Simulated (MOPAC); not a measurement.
Input file for MOPAC: PM6 on AsH3N2 (a complex), monomers drawn apart or pushed together.

```
PM6 1SCF PRECISE CHARGE=0 THREADS=1
AsH3N2

N      0.24158190 1    -0.23289790 1    -1.00821241 1
N      0.46009790 1    -0.69625344 1    -0.04515045 1
As    -0.46349242 1     0.15087264 1     3.79732681 1
H      1.02129571 1    -0.18612829 1     3.86815690 1
H     -0.84672497 1    -1.31736022 1     3.65335239 1
H     -0.60823795 1     0.10155772 1     5.31531309 1
```

It printed:

```
*******************************************************************************
 **                                                                           **
 **                              MOPAC v23.2.5                                **
 **                                                                           **
 *******************************************************************************
 ** MOPAC's Digital Object Identifier: https://doi.org/10.5281/zenodo.6511958 **
 **                                                                           **
 ** Please cite the open-source release paper for use of this MOPAC version:  **
 ** J. E. Moussa and J. J. P. Stewart (2026)                                  **
 ** MOPAC: An open-source semiempirical molecular orbital program             **
 ** J. Open Source Softw., 11(119), 8025, https://doi.org/10.21105/joss.08025 **
 *******************************************************************************

                              PM6 CALCULATION RESULTS

 *******************************************************************************
 *  PM6        - The PM6 Hamiltonian to be used
 *
 *
 *
 *                 CHARGE ON SYSTEM = 0
 *
 *
 *
 *  PRECISE    - TIGHTER CRITERIA TO BE USED
 *  1SCF       - DO 1 SCF AND THEN STOP
 *  THREADS=1  - MULTI-THREADING NOT USED
 *  T=         - A TIME OF 172800.0 SECONDS REQUESTED
 *  DUMP=N     - RESTART FILE WRITTEN EVERY 7200.0 SECONDS REQUESTED
 *******************************************************************************
PM6 1SCF PRECISE CHARGE=0 THREADS=1
 AsH3N2

   ATOM   CHEMICAL          X               Y               Z
  NUMBER   SYMBOL      (ANGSTROMS)     (ANGSTROMS)     (ANGSTROMS)

     1       N          0.24158190  *  -0.23289790  *  -1.00821241  *
     2       N          0.46009790  *  -0.69625344  *  -0.04515045  *
     3      As         -0.46349242  *   0.15087264  *   3.79732681  *
     4       H          1.02129571  *  -0.18612829  *   3.86815690  *
     5       H         -0.84672497  *  -1.31736022  *   3.65335239  *
     6       H         -0.60823795  *   0.10155772  *   5.31531309  *



          CARTESIAN COORDINATES

    NO.       ATOM           X           Y           Z

     1         N          0.2416     -0.2329     -1.0082
     2         N          0.4601     -0.6963     -0.0452
     3        As         -0.4635      0.1509      3.7973
     4         H          1.0213     -0.1861      3.8682
     5         H         -0.8467     -1.3174      3.6534
     6         H         -0.6082      0.1016      5.3153

 General Reference for PM6:
 "Optimization of Parameters for Semiempirical Methods V: Modification of NDDO Approximations
 and Application to 70 Elements", J. J. P. Stewart, J. Mol. Mod., 13, 1173-1213 (2007)
 URL: https://link.springer.com/article/10.1007/s00894-007-0233-4

           Empirical Formula: H3 N2 As  =     6 atoms



      MOLECULAR POINT GROUP   :   Cs


      RHF CALCULATION, NO. OF DOUBLY OCCUPIED LEVELS = 9


 -------------------------------------------------------------------------------
 PM6 1SCF PRECISE CHARGE=0 THREADS=1
 AsH3N2



     1SCF WAS SPECIFIED, SO BFGS WAS NOT USED
     SCF FIELD WAS ACHIEVED


                              PM6 CALCULATION
                                                       MOPAC v23.2.5 Linux




          FINAL HEAT OF FORMATION =         53.85452 KCAL/MOL =     225.32731 KJ/MOL


          COSMO AREA              =        116.41 SQUARE ANGSTROMS
          COSMO VOLUME            =         91.99 CUBIC ANGSTROMS

          IONIZATION POTENTIAL    =          9.749734 EV
          HOMO LUMO ENERGIES (EV) =         -9.750  0.215
          NO. OF FILLED LEVELS    =          9
          MOLECULAR WEIGHT        =        105.9587         POINT GROUP:  Cs

          MOLECULAR DIMENSIONS (Angstroms)

            Atom       Atom       Distance
            H     6    N     1     6.38913
            H     4    H     5     2.19426
            H     4   As     3     1.04635


          SCF CALCULATIONS        =          1





   ATOM   CHEMICAL          X               Y               Z
  NUMBER   SYMBOL      (ANGSTROMS)     (ANGSTROMS)     (ANGSTROMS)

     1       N          0.24158190  *  -0.23289790  *  -1.00821241  *
     2       N          0.46009790  *  -0.69625344  *  -0.04515045  *
     3      As         -0.46349242  *   0.15087264  *   3.79732681  *
     4       H          1.02129571  *  -0.18612829  *   3.86815690  *
     5       H         -0.84672497  *  -1.31736022  *   3.65335239  *
     6       H         -0.60823795  *   0.10155772  *   5.31531309  *

                             CARTESIAN COORDINATES

   1    N        0.241581900    -0.232897900    -1.008212410
   2    N        0.460097900    -0.696253440    -0.045150450
   3   As       -0.463492420     0.150872640     3.797326810
   4    H        1.021295710    -0.186128290     3.868156900
   5    H       -0.846724970    -1.317360220     3.653352390
   6    H       -0.608237950     0.101557720     5.315313090


           Empirical Formula: H3 N2 As  =     6 atoms



      MOLECULAR POINT GROUP   :   Cs


                  EIGENVALUES
 -38.23589 -18.77631 -17.52857 -16.92084 -16.91946 -12.69282 -12.05049 -12.04952
  -9.74973   0.21469   0.21634   3.55208   3.66532   3.68289   3.84962  54.94004
  54.94901  55.03033  55.11789  55.13397


              NET ATOMIC CHARGES AND DIPOLE CONTRIBUTIONS

  ATOM NO.   TYPE          CHARGE      No. of ELECS.   s-Pop       p-Pop       d-Pop
    1          N           0.002008        4.9980     1.78961     3.20838
    2          N          -0.001952        5.0020     1.78955     3.21241
    3         As           0.122453        4.8775     1.74215     3.12633     0.00906
    4          H          -0.039659        1.0397     1.03966
    5          H          -0.039881        1.0399     1.03988
    6          H          -0.042969        1.0430     1.04297
 DIPOLE           X         Y         Z       TOTAL
 POINT-CHG.    -0.181     0.360    -0.310     0.508
 HYBRID         0.451    -0.872     0.677     1.192
 SUM            0.269    -0.512     0.368     0.685


          ATOMIC ORBITAL ELECTRON POPULATIONS

     Atom    s        px        py        pz      x^2-y^2     xz        z^2       yz        xy
    1  N   1.78961   1.00766   1.03722   1.16350
    2  N   1.78955   1.00929   1.03888   1.16424
    3 As   1.74215   0.99828   1.09038   1.03767   0.00346   0.00012   0.00439   0.00011   0.00098
    4  H   1.03966
    5  H   1.03988
    6  H   1.04297

 **********************
 *                    *
 * JOB ENDED NORMALLY *
 *                    *
 **********************




 == MOPAC DONE ==
```

The run finished.

Cost: very roughly 0.03 core-seconds.
